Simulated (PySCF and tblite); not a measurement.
Values are calculated unless marked as measured or tabulated.
C₅H₉BrO, numbered as in [Br:1][C@@H:2]1[CH2:3][CH2:4][CH2:5][O:6][CH2:7]1.

The ensemble was built from 90 distance-geometry starts (ETKDG and KDG, MMFF94s, GFN2-xTB) and rests on PBE0-D3(BJ)/def2-SVP geometries. Energies: PBE0-D3(BJ)/def2-TZVP, with GFN2-xTB thermal terms (modes under about 100 cm⁻¹ blended into free rotors). Symmetry numbers and mirror images are counted. Conformers within 4 kcal/mol (GFN2-xTB free energy) were kept, 5 at most. Couplings: B3LYP/pcSseg-1 with pcJ-1 on H (gas phase; spin-dipole term only for pairs with B, N, F, Si or P). Couplings are for ¹H. Of two unlike H on one atom, a is the less shielded (PBE0/pcSseg-1). (PySCF 2.14, tblite 0.8.)

The 6-ring runs over atoms 2–3–4–5–6–7.

```json
{"conformer": "1", "shape": "6-ring chair (all substituents equatorial)", "weight %": "91.4"}
{"conformer": "2", "shape": "6-ring chair (Br1 axial)", "weight %": "8.6"}
```

Dihedral angles along the coupling paths:

```json
{"coupling": "³J(H2,H3b)", "conformer": "1", "dihedral (°)": "-172"}
{"coupling": "³J(H2,H3b)", "conformer": "2", "dihedral (°)": "-63"}
{"coupling": "³J(H2,H3a)", "conformer": "1", "dihedral (°)": "-54"}
{"coupling": "³J(H2,H3a)", "conformer": "2", "dihedral (°)": "53"}
{"coupling": "³J(H2,H7b)", "conformer": "1", "dihedral (°)": "173"}
{"coupling": "³J(H2,H7b)", "conformer": "2", "dihedral (°)": "63"}
{"coupling": "³J(H2,H7a)", "conformer": "1", "dihedral (°)": "54"}
{"coupling": "³J(H2,H7a)", "conformer": "2", "dihedral (°)": "-55"}
{"coupling": "³J(H3b,H4a)", "conformer": "1", "dihedral (°)": "173"}
{"coupling": "³J(H3b,H4a)", "conformer": "2", "dihedral (°)": "64"}
{"coupling": "³J(H3b,H4b)", "conformer": "1", "dihedral (°)": "55"}
{"coupling": "³J(H3b,H4b)", "conformer": "2", "dihedral (°)": "-55"}
{"coupling": "³J(H3a,H4a)", "conformer": "1", "dihedral (°)": "54"}
{"coupling": "³J(H3a,H4a)", "conformer": "2", "dihedral (°)": "-55"}
```

Question: What are these vicinal couplings in each conformer, and averaged?

Answer: 
| coupling | conformer | dihedral (°) | J (Hz) | average (Hz) |
| --- | --- | --- | --- | --- |
| ³J(H2,H3b) | 1 | -172 | 13.3 | 12.5 |
| ³J(H2,H3b) | 2 | -63 | 3.6 | 12.5 |
| ³J(H2,H3a) | 1 | -54 | 5.4 | 5.3 |
| ³J(H2,H3a) | 2 | 53 | 4.4 | 5.3 |
| ³J(H2,H7b) | 1 | 173 | 12.0 | 11.1 |
| ³J(H2,H7b) | 2 | 63 | 2.4 | 11.1 |
| ³J(H2,H7a) | 1 | 54 | 5.8 | 5.5 |
| ³J(H2,H7a) | 2 | -55 | 2.5 | 5.5 |
| ³J(H3b,H4a) | 1 | 173 | 14.7 | 13.7 |
| ³J(H3b,H4a) | 2 | 64 | 3.3 | 13.7 |
| ³J(H3b,H4b) | 1 | 55 | 4.9 | 4.9 |
| ³J(H3b,H4b) | 2 | -55 | 4.6 | 4.9 |
| ³J(H3a,H4a) | 1 | 54 | 4.5 | 4.5 |
| ³J(H3a,H4a) | 2 | -55 | 4.8 | 4.5 |

Spin–orbit effects of the heavy atoms on shieldings are missing.
